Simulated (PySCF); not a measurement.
Compound: C₆H₁₀FO₃S (charge -1).
Numbering: `[CH3:1][C@@H:2]1[C@@H:3]([CH2:4][F:5])[C@@:6]1([CH3:7])[S:8](=[O:9])(=[O:10])[O-:11]`

NICS is the negative of the GIAO shielding at a point without a nucleus: at the ring centre (0) and 1 Å above and below it (1); zz is the component along the ring normal. Level: GIAO PBE0/pcSseg-1 (PySCF, non-relativistic, gas phase) on the GFN2-xTB geometry, one conformer.

Ring bond lengths (Å), with Mayer bond orders in brackets: C2–C3 1.508 (0.88), C3–C6 1.495 (0.85), C6–C2 1.489 (0.88).

Q: Give the NICS values of each ring in ppm.

A: 
| ring | type | NICS(0) | NICS(1), two faces | NICS(1)zz, two faces | rms pucker (Å) | centre to ring atoms, mean (Å) |
| --- | --- | --- | --- | --- | --- | --- |
| C2–C3–C6 | 3-membered carbocycle; formal bonds all single | -42.1 | -8.3 / -8.8 | -21.4 / -21.0 | 0.00 | 0.86 |

Q: What can be read from them?

A: 
- C2–C3–C6: mean NICS(1)zz -21.2 ppm, shielded. C2, C3, C6 have four or more neighbours, so the value isn't read as a sign of a π ring current. NICS(0) lies 34 ppm below the mean NICS(1).

Q: At the second NICS(1) probe listed for ring C2–C3–C6, 1 Å off the ring, how large is the induced field along the normal in 7.05 T applied along it?

A: NICSzz × B0 = -21.0 ppm × 7.05 T = -148 μT, against the applied field.

Q: List the ring angles and the Hirshfeld charges of the ring atoms.

A: 
- C2–C3–C6: C2 59.9° (-0.050 e), C3 59.4° (-0.064 e), C6 60.7° (-0.024 e); sum 180.0° against 180° for a flat convex ring.

Shape of the structure used: `[CH3:1][C@@H:2]1[C@@H:3]([CH2:4][F:5])[C@@:6]1([CH3:7])[S:8](=[O:9])(=[O:10])[O-:11]`: C2–C3–C4–F5 -94°, C3–C6–S8–O9 -64°.
